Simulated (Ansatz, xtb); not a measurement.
C5H5F3O: which of two isomers lies lower

We compare I, `C/C=C\C(=O)C(F)(F)F`, a singlet, with II, `O=CC/C=C/C(F)(F)F`, a singlet. Both are isolated molecules in the gas phase, relaxed with PBE0-D3(BJ)/def2-SVP; each stands in its lowest conformer found.

Quicker runs give these differences E(II) − E(I): GFN2-xTB +1.79 kcal/mol; HF/STO-3G +2.32 kcal/mol (at GFN2-xTB geometries); r2SCAN-D4/def2-SVP +3.76 kcal/mol (at GFN2-xTB geometries).

Question: Estimate E(II) − E(I) at the level CCSD(T)/def2-SVP + ΔMP2/def2-TZVPP.

Answer: Too close to call at this level: CCSD(T)/def2-SVP + ΔMP2/def2-TZVPP gives E(II) − E(I) = +0.05 kcal/mol.

Level by level:

```
                             level              geometry  E(II) − E(I) (kcal/mol)  departure from the last row (kcal/mol)  job, with rough time for the two
                          GFN2-xTB              GFN2-xTB                     +1.79                                   +1.74              optimisation, 0.14 s
                         HF/STO-3G              GFN2-xTB                     +2.32                                   +2.28              single point, 0.44 s
                r2SCAN-D4/def2-SVP              GFN2-xTB                     +3.76                                   +3.72               single point, 3.7 s
              PBE0-D3(BJ)/def2-SVP  PBE0-D3(BJ)/def2-SVP                     +2.46                                   +2.41                optimisation, 91 s
                       HF/def2-SVP  PBE0-D3(BJ)/def2-SVP                     −1.36                                   −1.41           part of the CCSD(T) run
                      MP2/def2-SVP  PBE0-D3(BJ)/def2-SVP                     +0.83                                   +0.79           part of the CCSD(T) run
                  CCSD(T)/def2-SVP  PBE0-D3(BJ)/def2-SVP                     +0.25                                   +0.21                      single point
CCSD(T)/def2-SVP + ΔMP2/def2-TZVPP  PBE0-D3(BJ)/def2-SVP                     +0.05                                                     single point, 2.7 min
```

As drawn, both hold the same kinds of bond in the same numbers. Structure I has 1 methyl group, II 0.

The largest departure from CCSD(T)/def2-SVP + ΔMP2/def2-TZVPP is that of r2SCAN-D4/def2-SVP, 3.72 kcal/mol. A small imaginary or near-zero mode remains, so no thermal terms are given. The last row adds to CCSD(T) the change of the MP2 difference between the two basis sets, here −0.21 kcal/mol.

The correlated steps freeze 9 core orbitals. Programs: Ansatz 0.2.0, xtb 6.7.1; the last row on 4 threads of Arm Neoverse V1 on a shared host.
